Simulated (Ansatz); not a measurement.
The cluster Be₃O₃. The state is a singlet with charge 0. Geometry r2SCAN-D4/def2-SVP.

| atom | x (Å) | y (Å) | z (Å) |
| --- | --- | --- | --- |
| Be1 | 0.797 | 1.063 | 1.511 |
| Be2 | -1.074 | 0.477 | 0.905 |
| Be3 | 1.441 | 0.140 | -0.206 |
| O4 | 0.660 | -0.457 | -1.368 |
| O5 | -0.319 | -1.041 | -0.445 |
| O6 | -1.506 | -0.182 | -0.396 |

LC-ωPBE has ω = 0.4 bohr⁻¹. The structure holds 2 bond(s) between oxygen atoms. Another isomer (singlet) lies 13.54 eV lower at PBE0-D4/def2-TZVP; other spin states weren't run for this one.

(1) Estimate the orbital energies around the gap (eV) in Ansatz with PBE-D4/def2-TZVP, revPBE-D4/def2-TZVP, r2SCAN-D4/def2-TZVP, PBE0-D4/def2-TZVP, LC-ωPBE/def2-TZVP.

Answers

(1) 
| orbital | PBE-D4/def2-TZVP | revPBE-D4/def2-TZVP | r2SCAN-D4/def2-TZVP | PBE0-D4/def2-TZVP | LC-ωPBE/def2-TZVP |
| --- | --- | --- | --- | --- | --- |
| HOMO−9 | -19.70 | -19.68 | -20.75 | -22.33 | -25.04 |
| HOMO−8 | -12.69 | -12.59 | -12.95 | -14.05 | -16.97 |
| HOMO−7 | -11.99 | -11.89 | -12.37 | -13.87 | -16.90 |
| HOMO−6 | -11.43 | -11.34 | -11.76 | -13.08 | -16.07 |
| HOMO−5 | -8.81 | -8.72 | -9.15 | -10.63 | -13.56 |
| HOMO−4 | -7.91 | -7.85 | -8.18 | -9.28 | -12.16 |
| HOMO−3 | -7.35 | -7.27 | -7.58 | -8.82 | -11.68 |
| HOMO−2 | -7.30 | -7.21 | -7.56 | -8.65 | -11.42 |
| HOMO−1 | -6.21 | -6.12 | -6.43 | -7.80 | -10.60 |
| HOMO | -4.98 | -4.94 | -5.10 | -5.87 | -8.23 |
| LUMO | -3.38 | -3.27 | -3.04 | -2.55 | -0.48 |
| LUMO+1 | -3.10 | -3.01 | -2.90 | -2.32 | -0.23 |
| LUMO+2 | -2.69 | -2.58 | -2.33 | -1.72 | 0.26 |
| LUMO+3 | -1.32 | -1.23 | -0.94 | -0.26 | 1.51 |
| LUMO+4 | -1.27 | -1.16 | -0.82 | -0.01 | 2.13 |
| LUMO+5 | -0.50 | -0.41 | -0.09 | 0.38 | 2.41 |
